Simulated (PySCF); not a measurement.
H12N4Zn, SMILES [NH3]->[Zn+2](<-[NH3])(<-[NH3])<-[NH3], charge +2.

Coordinates come from a ωB97X-D3(BJ)/def2-SVP optimisation. The isomer is the one that the SMILES or the coordinates give; other isomers of the formula were not compared.

Computed with PySCF with TDA-PBE/def2-SVPD.

Vertical excitations; the highest root listed may be one member of a degenerate set. The molecule is in vacuum. State labels are in the subgroup D2.

| state | symmetry | energy (eV) | λ (nm) | f | main pairs |
|---|---|---|---|---|---|
| S1 | B3 | 7.70 | 161 | 0.068 | HOMO→LUMO (degenerate set) |
| S2 | B2 | 7.70 | 161 | 0.068 | HOMO−1→LUMO (degenerate set) |
| S3 | B1 | 7.70 | 161 | 0.068 | HOMO−2→LUMO (degenerate set) |
| S4 | B2 | 8.86 | 140 | 0.000 | HOMO→LUMO+3, HOMO−2→LUMO+2 (degenerate set) |
| S5 | B1 | 8.86 | 140 | 0.000 | HOMO→LUMO+1, HOMO−1→LUMO+2 (degenerate set) |
| S6 | B3 | 8.86 | 140 | 0.000 | HOMO−2→LUMO+1, HOMO−1→LUMO+3 (degenerate set) |
| T1 | B3 | 7.30 | 170 | 0 | HOMO→LUMO (degenerate set) |
| T2 | B2 | 7.30 | 170 | 0 | HOMO−1→LUMO (degenerate set) |
Triplets are in the Tamm–Dancoff approximation.
